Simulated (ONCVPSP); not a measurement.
An all-electron radial function and its pseudo partner (carbon (C))

Columns: radius, all-electron u(r) and pseudo u(r) of the 2p shell (level -10.72 eV) of carbon in the configuration [He] 2s2 2p1.5; PBE, non-relativistic, ONCV scheme, ONCVPSP 4.0.1.

```json
{"r (bohr)": "0.132", "all-electron": "0.0815", "pseudo": "0.0279"}
{"r (bohr)": "0.265", "all-electron": "0.2333", "pseudo": "0.1076"}
{"r (bohr)": "0.398", "all-electron": "0.3848", "pseudo": "0.2264"}
{"r (bohr)": "0.530", "all-electron": "0.5108", "pseudo": "0.3648"}
{"r (bohr)": "0.663", "all-electron": "0.6081", "pseudo": "0.5051"}
{"r (bohr)": "0.795", "all-electron": "0.6775", "pseudo": "0.6276"}
{"r (bohr)": "0.928", "all-electron": "0.7217", "pseudo": "0.7217"}
{"r (bohr)": "1.060", "all-electron": "0.7435", "pseudo": "0.7800"}
{"r (bohr)": "1.193", "all-electron": "0.7472", "pseudo": "0.8040"}
{"r (bohr)": "1.325", "all-electron": "0.7371", "pseudo": "0.7983"}
{"r (bohr)": "1.458", "all-electron": "0.7164", "pseudo": "0.7710"}
{"r (bohr)": "1.590", "all-electron": "0.6885", "pseudo": "0.7307"}
{"r (bohr)": "1.723", "all-electron": "0.6555", "pseudo": "0.6839"}
{"r (bohr)": "1.855", "all-electron": "0.6196", "pseudo": "0.6364"}
{"r (bohr)": "1.988", "all-electron": "0.5818", "pseudo": "0.5903"}
{"r (bohr)": "2.120", "all-electron": "0.5438", "pseudo": "0.5473"}
{"r (bohr)": "2.252", "all-electron": "0.5061", "pseudo": "0.5073"}
{"r (bohr)": "2.385", "all-electron": "0.4692", "pseudo": "0.4694"}
{"r (bohr)": "2.518", "all-electron": "0.4336", "pseudo": "0.4336"}
{"r (bohr)": "2.650", "all-electron": "0.4000", "pseudo": "0.4000"}
{"r (bohr)": "2.782", "all-electron": "0.3682", "pseudo": "0.3682"}
{"r (bohr)": "2.915", "all-electron": "0.3381", "pseudo": "0.3381"}
{"r (bohr)": "3.048", "all-electron": "0.3099", "pseudo": "0.3099"}
{"r (bohr)": "3.180", "all-electron": "0.2838", "pseudo": "0.2838"}
{"r (bohr)": "3.312", "all-electron": "0.2596", "pseudo": "0.2596"}
{"r (bohr)": "3.445", "all-electron": "0.2370", "pseudo": "0.2370"}
```

(1) How many radial nodes do the two functions have?

(2) At about which radius was the pseudo-wave matched?

(3) Is the pseudo-wave norm-conserving?

Answers

(1) The all-electron 2p function has n − l − 1 = 0; the pseudo-wave has 0.

(2) 2.65 bohr. The columns agree to 0.0005 from 2.38 bohr on; several derivatives are matched, so the curves merge somewhat inside the radius.

(3) Yes: the ONCV scheme keeps the norm inside the radius equal to the all-electron one, which fixes the energy derivative of the logarithmic derivative at the level.
